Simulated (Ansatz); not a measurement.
**Which method gave which barrier?**

Saddle point of BAsH$_{6}$O, closed shell (BH₃O ([BH2][OH]) + AsH₃ → BAsH₄ ([BH2][AsH2]) + H₂O (still joined by a long B–O bond); bonds formed: B1–As6, O2–H5; bonds broken: H5–As6; bonds weakened to dative contacts: B1–O2), PBE0-D4/def2-TZVP structure:

```tsv
atom	x (Å)	y (Å)	z (Å)
B1	-0.4676	0.3319	-0.7773
O2	1.0495	0.5895	-0.8772
H3	-0.8613	-0.5675	-1.4648
H4	-1.0871	1.3524	-0.7224
H5	0.5897	0.0937	0.2268
As6	-0.8087	-0.4832	1.2778
H7	1.4699	-0.1367	-1.3498
H8	-0.0661	0.4463	2.2262
H9	0.1817	-1.6264	1.4608
```

Computed with Ansatz 0.2.0 (basis: def2-TZVPP, with def2-QZVPP for the basis limit); correlated methods freeze the cores. Filled d shells of the heavier atoms are correlated. The def2 sets are not built for correlating such inner shells, so the correlated values are less sure here. Extrapolation: Hartree–Fock as exp(−7.88 √X), correlation as X^−2.97. Four methods, as single points on the PBE0-D4 structures, gave these electronic barriers from the start structure: 95.8, 144.3, 171.8, 258.3 kJ/mol.

Problem. The methods were, in alphabetical order, CCSD(T), HF, r2SCAN-D4, SPW92. Which gave which? (Judge from chemistry; the calculation decides.)

Solution. The calculation gives: SPW92 95.8; r2SCAN-D4 144.3; CCSD(T) 171.8; HF 258.3 kJ/mol. For comparison, CCSD(T) at an estimated basis limit (MP2 extrapolated from triple and quadruple zeta, plus CCSD(T) − MP2 in triple zeta) gives 169.1 kJ/mol.

The T1 diagnostic stays at or below 0.013.

Labels in which every atom is bracketed show which atoms are joined, not bond orders.

For scale, one of the runs: CCSD(T)/def2-TZVPP, 194 basis functions, launched by `ansatz run in.yaml --threads 4 --pin off --events-out ev --progress --plain --max-ram 9574MiB`. The run took 64 s on 4 CPU threads of an Arm Neoverse V1 (shared host), with 2.3 GiB of host memory at its peak.
